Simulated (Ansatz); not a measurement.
Computed with Ansatz on PBE0-D4/def2-TZVP structures; ΔE is electronic, products minus reactants. CBS: MP2 limit from def2 TZ/QZ plus the TZ coupled-cluster correction, frozen cores. Functionals use def2-TZVPP. B3LYP here is the variant with VWN-RPA as its local correlation; programs differ in this. For Ge outer-core shells are correlated without core-valence functions, which leaves a few kJ/mol of doubt a bond. Scalar relativity is left out up to krypton. One conformer a species, not always the lowest.

`[BH2][GeH2][O]C` + `CCCC(=O)O` → `[BH2][GeH2][OH]` + `CCCC(=O)OC`  (formal exchange of groups at a Ge–O bond)

| level | ΔE (kJ/mol) | difference from CCSD(T)/CBS |
| --- | --- | --- |
| B3LYP-D4 | -10.9 | 2.3 |
| ωB97X-V | -11.9 | 1.3 |
| PBE | -11.4 | 1.8 |
| PBE0 | -12.4 | 0.8 |
| B3LYP | -13.0 | 0.2 |
| MP2/def2-TZVPP | -12.0 | 1.2 |
| CCSD/def2-TZVPP | -12.4 | 0.8 |
| HF/def2-QZVPP | -14.5 | -1.3 |
| SCS-MP2/def2-QZVPP | -12.9 | 0.3 |
| MP2/CBS(def2) | -12.8 | 0.4 |
| CCSD(T)/CBS | -13.2 | 0 |

Largest T1 diagnostic among the species: 0.013.
